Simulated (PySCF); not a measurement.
## Cu (copper, neutral) across methods

[Ar] 3d10 4s1, 2S determinant. Calculation: PySCF 2.14, in def2-QZVPPD; no relativity, point nucleus.

```csv
method,E (hartree),mean ε 3d α (eV),mean ε 3d β (eV),mean ε 4s α (eV),Σ⟨r²⟩ (bohr²),⟨S²⟩
CAM-B3LYP,-1640.635,-8.874,-8.785,-6.526,31.24,0.751
PBE,-1640.288,-5.217,-5.063,-4.827,31.55,0.752
PBE0,-1640.286,-7.291,-7.210,-5.366,31.26,0.752
LDA,-1637.776,-5.503,-5.357,-5.004,31.21,0.752
r2SCAN,-1640.509,-5.228,-5.095,-5.117,31.10,0.754
UHF,-1638.96323,-13.306,-13.421,-6.520,32.11,0.752
BHandHLYP,-1640.474,-9.475,-9.433,-5.835,31.17,0.751
revPBE,-1640.436,-5.128,-4.976,-4.764,31.61,0.753
```

Problem. Estimate the same row for PW91.

Solution. E (hartree) = -1640.690; mean ε 3d α (eV) = -5.294; mean ε 3d β (eV) = -5.137; mean ε 4s α (eV) = -4.896; Σ⟨r²⟩ (bohr²) = 31.48; ⟨S²⟩ = 0.752.
